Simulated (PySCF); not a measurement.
Bismuth: a sound run and one with changed settings

Sound run: Bi²⁺ [Xe] 4f14 5d10 6s2 6p1, Bi³⁺ [Xe] 4f14 5d10 6s2. Computed with PySCF 2.14 in def2-TZVP with the def2 core potential (60 electrons) (6s5p3d2f, 50 functions), with a scalar-relativistic core potential. The sound run starts from symmetry-adapted Hartree-Fock orbitals and uses a fine grid where one is needed.

A second run was set up differently.

| species | method | sound run (hartree) | changed run (hartree) | converged |
| --- | --- | --- | --- | --- |
| Bi²⁺ | UHF | -212.72917 | -212.72917 | yes |
| Bi²⁺ | MN15 | -213.28951 | -213.28977 | yes |
| Bi²⁺ | PBE | -213.74273 | -213.74276 | yes |
| Bi³⁺ | UHF | -211.88249 | -211.88249 | yes |
| Bi³⁺ | MN15 | -212.41686 | -212.41686 | yes |
| Bi³⁺ | PBE | -212.87406 | -212.87406 | yes |

Ionisation energy of Bi²⁺:

```tsv
method	sound run (eV)	changed run (eV)
UHF	23.039	23.039
MN15	23.746	23.753
PBE	23.638	23.639
```

Task: What was changed?
A. level shift left on
B. basis contracted for another Hamiltonian
C. all electrons correlated in a valence basis
D. angular grid far too coarse

Result: D. It used 14 angular points. A coarse angular grid integrates products of high-l functions wrongly, so density functionals can shift, and the SCF can exploit the error; Hartree-Fock and MP2 need no grid.
